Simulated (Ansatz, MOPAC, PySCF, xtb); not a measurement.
Pair of molecules: NH3 (SMILES N) (first 4 atoms) with HI (SMILES I); geometry from B3LYP-D3(BJ)/def2-TZVP, rigid monomers moved along the line of their centres of mass till N1···H6 is 2.29 Å.
(charge 0, multiplicity 1):
```xyz
6

N     -0.080    -0.084     0.517
H      0.150    -0.968     0.079
H     -1.003     0.205     0.211
H      0.596     0.614     0.228
I     -0.023    -0.477     4.512
H     -0.047    -0.308     2.798
```

Monomers are frozen at their geometry in the pair; levels with a basis set take the counterpoise correction.

The state that PM6 reach isn't checked.

Run with Ansatz (a quantum-chemistry and plane-wave program); MOPAC for PM6 (differences of heats of formation); PySCF for the dispersion terms; xtb for the GFN methods. Each number belongs to the level named beside it. In def2 rows elements past Kr take small-core potentials, without spin–orbit coupling.

### Question
One of these levels gives -26.7 kJ/mol for the interaction energy. Which one is it?
A) PM6
B) wB97X-V/def2-TZVPPD
C) r2SCAN-D3(BJ)/def2-TZVPPD
D) GFN1-xTB

### Answer
C, r2SCAN-D3(BJ)/def2-TZVPPD. The others give -20.4 (PM6), -11.8 (GFN1-xTB), -22.8 (wB97X-V/def2-TZVPPD)
